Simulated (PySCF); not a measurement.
Species: Zn(nBu)2, C8H18Zn (singlet state).
Bonds: Zn1–C2, Zn1–C15, C2–C3, C3–C4, C4–C5, C15–C16, C16–C17, C17–C18. Hydrogens: H6, H7 on C2; H8, H9 on C3; H10, H11 on C4; H12, H13, H14 on C5; H19, H20 on C15; H21, H22 on C16; H23, H24 on C17; H25, H26, H27 on C18.

Method: PBE0-D3(BJ)/def2-SVP geometry optimisation, gas phase in PySCF 2.14.0; density fitting, grid level 1; the optimiser is geomeTRIC in internal coordinates, started from a GFN2-xTB structure with every atom displaced at random (about 0.03 Å).

Step 0: E = -56978.5201 eV
```
atom  x, y, z in Å  |  force x, y, z in eV/Å
Zn1    -0.0941   -0.2020    0.0039   -0.418   0.194  -0.177
C2     -0.2066   -0.1516    2.0601    0.493   1.585  -1.316
C3     -1.3393    0.7692    2.6047    6.046   1.430   1.950
C4     -1.2787    0.7211    4.1512   -6.525  -1.086  -0.573
C5     -0.1721    1.2851    4.8363   -1.360   3.426   3.236
H6     -0.3734   -1.1359    2.4313   -0.128  -1.421   0.386
H7      0.8051    0.1702    2.4637   -0.918  -0.198  -0.375
H8     -1.0430    1.8291    2.3223   -0.817  -0.779  -0.001
H9     -2.2577    0.5063    2.2787   -3.531  -0.854  -1.392
H10    -2.2779    1.2576    4.5042    1.641  -0.664  -0.518
H11    -1.5339   -0.3347    4.4970    0.609   0.721  -0.414
H12    -0.3047    1.3212    5.9644    0.049  -0.262  -1.047
H13     0.6444    0.7501    4.6368    4.255  -2.163  -0.783
H14    -0.0404    2.3350    4.5549    0.331   0.217  -0.207
C15    -0.1642   -0.2068   -2.0808    0.247   1.383   1.762
C16     0.7834   -1.2144   -2.6011   -2.618  -3.417  -2.172
C17     0.7487   -1.3407   -4.1599   -0.723  -0.797   0.555
C18     1.2962   -0.1405   -4.8484    0.678   0.153  -0.579
H19    -1.1629   -0.3896   -2.4554   -0.789  -0.275  -0.001
H20     0.0786    0.8116   -2.4717    0.059  -0.312   0.322
H21     1.7663   -1.0481   -2.3489    2.902   0.585   0.999
H22     0.5303   -2.2908   -2.2338    0.336   1.559  -0.192
H23     1.3314   -2.2257   -4.5155   -0.256   0.217   0.395
H24    -0.3066   -1.5115   -4.4912    0.388  -0.066   0.230
H25     1.3976   -0.3627   -5.9297   -0.185   0.425   0.138
H26     0.6929    0.7711   -4.6792    0.281  -0.116  -0.135
H27     2.3280   -0.0180   -4.4736   -0.044   0.516  -0.092
```

Step 1: E = -56979.9083 eV
```
atom  x, y, z in Å  |  force x, y, z in eV/Å
Zn1    -0.1284   -0.2128    0.0085   -0.246   0.090  -0.045
C2     -0.1977   -0.1946    1.9832   -0.249   0.125  -0.303
C3     -1.2813    0.7443    2.5500    0.968  -0.220   0.417
C4     -1.3441    0.7341    4.0840   -1.128  -0.272  -0.245
C5     -0.1486    1.3086    4.7965    0.112   0.321   0.339
H6     -0.3704   -1.2255    2.3416    0.031  -0.017   0.025
H7      0.7941    0.1040    2.3569    0.087  -0.018   0.077
H8     -1.0389    1.7779    2.2472   -0.286   0.061  -0.193
H9     -2.2681    0.4698    2.1598   -0.182   0.105  -0.148
H10    -2.2778    1.2630    4.3831    0.374   0.166  -0.002
H11    -1.5652   -0.3006    4.4120    0.331  -0.027   0.024
H12    -0.3082    1.3367    5.8847   -0.013  -0.107   0.055
H13     0.7782    0.7444    4.6242    0.021  -0.068  -0.108
H14     0.0336    2.3571    4.5032    0.020  -0.062  -0.135
C15    -0.1861   -0.2073   -1.9724    0.159   0.197   0.515
C16     0.7596   -1.2454   -2.5538   -0.069  -0.371  -0.762
C17     0.7372   -1.3426   -4.0939    0.044   0.212   0.184
C18     1.3000   -0.1126   -4.8084    0.129  -0.343   0.004
H19    -1.2221   -0.3787   -2.3150   -0.008  -0.094   0.015
H20     0.0725    0.8084   -2.3228    0.038  -0.018  -0.011
H21     1.8054   -1.0686   -2.2524    0.053   0.098   0.152
H22     0.5097   -2.2535   -2.1736   -0.001   0.067   0.088
H23     1.3059   -2.2350   -4.4074    0.044   0.010   0.019
H24    -0.3064   -1.5277   -4.4080    0.035   0.054  -0.070
H25     1.3722   -0.2772   -5.8948   -0.145   0.021  -0.020
H26     0.6926    0.7862   -4.6397   -0.047   0.065   0.031
H27     2.3297    0.1017   -4.4723   -0.073   0.025   0.096
```

Step 2: E = -56979.9770 eV
```
atom  x, y, z in Å  |  force x, y, z in eV/Å
Zn1    -0.1455   -0.2109    0.0093   -0.116   0.034   0.014
C2     -0.1995   -0.1904    1.9643   -0.046   0.011  -0.017
C3     -1.2692    0.7466    2.5347    0.193  -0.112   0.173
C4     -1.3616    0.7393    4.0643   -0.182  -0.192  -0.151
C5     -0.1477    1.3044    4.7718    0.172   0.066   0.111
H6     -0.3730   -1.2224    2.3254    0.028   0.030   0.008
H7      0.7976    0.0999    2.3382    0.036  -0.035   0.029
H8     -1.0571    1.7810    2.2104   -0.124   0.055  -0.063
H9     -2.2607    0.4800    2.1292   -0.002   0.065  -0.031
H10    -2.2621    1.2937    4.3713   -0.044   0.160   0.015
H11    -1.5483   -0.2976    4.3982    0.084  -0.025   0.009
H12    -0.2890    1.3203    5.8635    0.004  -0.032   0.007
H13     0.7653    0.7178    4.5695   -0.089   0.045  -0.011
H14     0.0496    2.3443    4.4591    0.003  -0.033  -0.027
C15    -0.1740   -0.2194   -1.9460    0.084   0.000   0.069
C16     0.7608   -1.2664   -2.5493    0.072  -0.008  -0.187
C17     0.7420   -1.3427   -4.0795    0.006   0.074   0.075
C18     1.2865   -0.1007   -4.7696    0.058  -0.069  -0.037
H19    -1.2105   -0.3937   -2.2899   -0.002  -0.002  -0.002
H20     0.0935    0.7928   -2.2977   -0.003   0.002  -0.032
H21     1.8041   -1.0809   -2.2256   -0.053  -0.008  -0.003
H22     0.5095   -2.2672   -2.1604   -0.027  -0.048   0.049
H23     1.3218   -2.2243   -4.4027    0.025  -0.004   0.001
H24    -0.2962   -1.5236   -4.4092   -0.015  -0.023  -0.027
H25     1.3395   -0.2372   -5.8610   -0.048   0.018   0.001
H26     0.6631    0.7848   -4.5748    0.000   0.014   0.012
H27     2.3087    0.1267   -4.4232   -0.013   0.015   0.015
```

**Question.** Estimate the geometry and energy of step 3. (The exact step hangs on the optimiser's Hessian estimate; all steps are aligned on step 2, rigid shifts and turns removed.)

**Answer.** E = -56979.9871 eV, largest force 0.086 eV/Å
```
atom  x, y, z in Å  |  force x, y, z in eV/Å
Zn1    -0.1603   -0.2109    0.0112   -0.040   0.007  -0.008
C2     -0.2069   -0.1845    1.9685   -0.008   0.031   0.007
C3     -1.2723    0.7513    2.5458   -0.016  -0.018   0.019
C4     -1.3705    0.7451    4.0727   -0.009  -0.020   0.000
C5     -0.1457    1.3051    4.7776    0.075  -0.022  -0.001
H6     -0.3790   -1.2152    2.3329    0.005   0.008  -0.003
H7      0.7943    0.0983    2.3408    0.001  -0.014  -0.005
H8     -1.0816    1.7892    2.2140   -0.023   0.004  -0.010
H9     -2.2659    0.4900    2.1376    0.031   0.003   0.004
H10    -2.2629    1.3193    4.3813    0.028  -0.005  -0.022
H11    -1.5456   -0.2927    4.4098   -0.023   0.009   0.009
H12    -0.2767    1.3152    5.8706   -0.001  -0.003  -0.003
H13     0.7571    0.7095    4.5614   -0.050   0.033   0.009
H14     0.0591    2.3403    4.4576   -0.006   0.000   0.007
C15    -0.1629   -0.2326   -1.9474    0.066  -0.056   0.001
C16     0.7681   -1.2824   -2.5612    0.036   0.036   0.050
C17     0.7498   -1.3448   -4.0886   -0.023   0.008  -0.001
C18     1.2842   -0.0948   -4.7701   -0.001   0.011  -0.006
H19    -1.1983   -0.4049   -2.2966   -0.005   0.015   0.001
H20     0.1083    0.7774   -2.3037   -0.013   0.005  -0.006
H21     1.8099   -1.0982   -2.2324   -0.036  -0.023  -0.019
H22     0.5137   -2.2842   -2.1708   -0.009   0.009  -0.013
H23     1.3359   -2.2200   -4.4192    0.012   0.003   0.003
H24    -0.2873   -1.5294   -4.4224    0.005  -0.025  -0.013
H25     1.3211   -0.2152   -5.8637   -0.010   0.002   0.001
H26     0.6563    0.7845   -4.5580    0.008   0.003   0.007
H27     2.3058    0.1391   -4.4271    0.005  -0.005  -0.009
```

The energy changes by -0.0101 eV. The first-order estimate −F·Δx gives -0.0173 eV and the mean of the old and new forces, exact on a quadratic surface, -0.0098 eV. The step makes an angle of 72° with the force vector and moves no atom by more than 0.029 Å.

The cost below is that of the whole optimisation. The run took 5.5 min wall, 12 min CPU on Intel Xeon Platinum 8259CL at 2.50 GHz, 2 threads, shared host with 32 logical CPUs at a one-minute load of 29, and the process peaked at 1.4 GiB of memory.
